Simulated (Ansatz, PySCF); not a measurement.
Gas-phase reaction in SMILES: COC(C)C + 2 C (CH4) + O (H2O) → 2 CC (C2H6) [ethane] + 2 CO (CH4O) [methanol]
Geometries: B3LYP-D3(BJ)/def2-TZVP minima from Ansatz (an electronic-structure program), one conformer each, not searched for the lowest.

Wanted: bond separation energy (enthalpy at 298 K, with B3LYP-D3(BJ) rigid-rotor harmonic-oscillator terms from PySCF), in kcal/mol. Valence correlation only, unless marked. Spin-orbit coupling is left out. No relativistic terms. Basis-set limits of correlation are two-point, X^-3; Hartree-Fock from the larger set. [CCSD(T)-MP2]/basis is that difference in the basis named.

From measured enthalpies of formation at 298 K: 17.7 kcal/mol (COC(C)C -60.2, CRC Handbook; C (CH4) -17.8, ATcT 1.112; CC (C2H6) -20.0, ATcT 1.112; CO (CH4O) -48.0, ATcT 1.112; O (H2O) -57.8, ATcT 1.112). It holds spin-orbit effects, and any other conformers, which the calculations lack, and core correlation, which the frozen-core levels lack. This is an older compilation, not checked against later work.

```csv
level,program,bond separation energy (kcal/mol),error against measurement
HF/6-31G,Ansatz,12.3,-5.4
HF/cc-pVDZ,Ansatz,10.7,-7.0
HSE06/def2-TZVPD,Ansatz,13.5,-4.2
LC-wPBE-D3(BJ)/def2-TZVPD,Ansatz + dftd3,15.3,-2.4
LC-wPBE/def2-TZVPD,Ansatz,13.7,-4.0
PBE-QIDH/def2-TZVPD,Ansatz,15.7,-2.0
RPA@PBE/cc-pVTZ,Ansatz,15.1,-2.6
MP2/cc-pVDZ,Ansatz,16.6,-1.1
SCS-MP2/aug-cc-pVTZ,Ansatz,16.4,-1.3
"RI-MP2/CBS(cc-pVTZ,cc-pVQZ)+[CCSD(T)-MP2]/cc-pVTZ",Ansatz,16.9,-0.8
```
